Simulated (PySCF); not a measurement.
How methods differ on the excitation energy of Cr⁺

Cr⁺ [Ar] 3d5 (6S) → Cr⁺ [Ar] 3d4 4s1 (6D), as a difference of total energies. Computed with PySCF 2.14 in ANO-RCC-VTZP (6s5p3d2f1g, 59 functions), with the spin-free X2C one-electron Hamiltonian (Gaussian nucleus). Correlated levels: valence: [Ar] frozen. The calculations carry no spin-orbit coupling.

```csv
method,excitation energy (eV),error (eV)
UHF,0.783,-0.739
MP2 (valence),1.441,-0.081
SCS-MP2 (valence),1.003,-0.519
CCSD (valence),1.411,-0.111
CCSD(T) (valence),1.436,-0.086
```

Reference: 1.522 eV (measured; NIST levels, between the centres of gravity of the two terms).

Errors of the correlated levels include the incompleteness of this basis and the frozen core.

The basis was made for the ground configuration and has no added diffuse functions, so the excitation energy can come out too high.
